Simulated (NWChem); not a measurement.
Molecule: Si₂H₅OCl; SMILES [SiH3]O[SiH2]Cl

```xyz
9

Si    -0.4363     2.1036    -0.0317
O      0.6328     0.8450    -0.2523
Si     0.9704    -0.7392     0.0135
Cl    -0.7354    -1.7100     0.6704
H      0.1822     3.3241    -0.6183
H     -0.6881     2.3175     1.4237
H     -1.7259     1.8101    -0.7211
H      2.0015    -0.8708     1.0744
H      1.4004    -1.3727    -1.2577
```
Atoms are numbered in this order, from 1.

Results from NWChem. Pople sets run with spherical d functions. STO-3G and 3-21G are far too small for this property and stand as cheap habits. Geometry: optimised at PBE0/def2-SVP. B3LYP is NWChem's, with the RPA form of VWN correlation. Field at 589 nm.

Question: Among these, which level gives the lowest value of “anisotropy (bohr³)”?
A) B3LYP/STO-3G
B) B3LYP/def2-SVP
C) B3LYP/6-31G*
D) B3LYP/def2-SVPD

Answer: B, B3LYP/def2-SVP. Values: B3LYP/def2-SVP 9.5; B3LYP/6-31G* 11.6; B3LYP/def2-SVPD 12.8; B3LYP/STO-3G 15.2
